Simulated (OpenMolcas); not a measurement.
## Potential curves of NaBe⁺: spin-free states

Calculated with OpenMolcas 26.06: state-averaged CASSCF(2,8) over Na 3s 3p, Be 2s 2p, XMS-CASPT2 (IPEA 0.25, imaginary shift 0.2 hartree), scalar X2C, ANO-RCC-VTZP, then RASSI spin–orbit state interaction with atomic mean-field integrals. C2 symmetry about the axis (a holds Σ, Δ, Γ; b holds Π, Φ, H; Σ⁺ and Σ⁻ are not told apart); roots by multiplicity and irrep: 1a 2, 3a 2, 3b 2.

XMS-CASPT2 energies in eV from the lowest point. Curves are followed by energy order within each symmetry, so they are adiabatic and may change character at avoided crossings; Σ⁺ and Σ⁻ are counted together.

```csv
R (Å),(1)1Σ,(1)3Σ,(1)3Π,(2)1Σ,(2)3Σ
2.523,0.164,2.888,3.213,5.180,6.889
2.670,0.065,2.695,3.122,5.016,6.604
2.802,0.018,2.579,3.074,4.916,6.384
2.934,0.000,2.504,3.049,4.845,6.192
3.081,0.001,2.458,3.037,4.785,5.992
3.227,0.016,2.439,3.037,4.733,5.814
3.433,0.049,2.446,3.046,4.663,5.588
3.697,0.097,2.490,3.064,4.573,5.335
4.108,0.167,2.595,3.090,4.454,5.017
4.694,0.239,2.750,3.110,4.370,4.717
5.575,0.293,2.913,3.118,4.386,4.524
6.748,0.319,3.010,3.117,4.469,4.497
```

**Question.** With masses 22.990 and 9.012 u, fit the curves (1)1Σ, (1)3Π near their minima.

**Answer.** At XMS-CASPT2, Te from the lowest curve (the fit fixes ωe to a per cent or two; the method's Re and ωe can be off by some per cent):

```tsv
curve	Te (cm⁻¹)	Re (Å)	ωe (cm⁻¹)
(1)1Σ	0	2.997	189.2
(1)3Π	24500	3.157	127.4
```

Only roots inside an energy window near the equilibrium distance were included, so the list of states is not complete; labels number the states computed. Each spin and symmetry block has orbitals of its own, averaged over its own roots, so gaps between blocks are less sure than gaps within one and near the minimum can be off by tenths of an eV, in bad cases by more. No Rydberg orbitals are active, so Rydberg states, and σ→σ* states whose orbital the CASSCF left unused, can be missing between those listed. At stretched bonds a block can hold a wrong CASSCF solution and miss its lowest state; points past a visible jump are left out. No roots were computed in block 1b (none fell in the window or the block failed), so states of that kind are missing and can lie low or lowest. Points that failed a check (symmetry, reference weights, a jump) are left out.
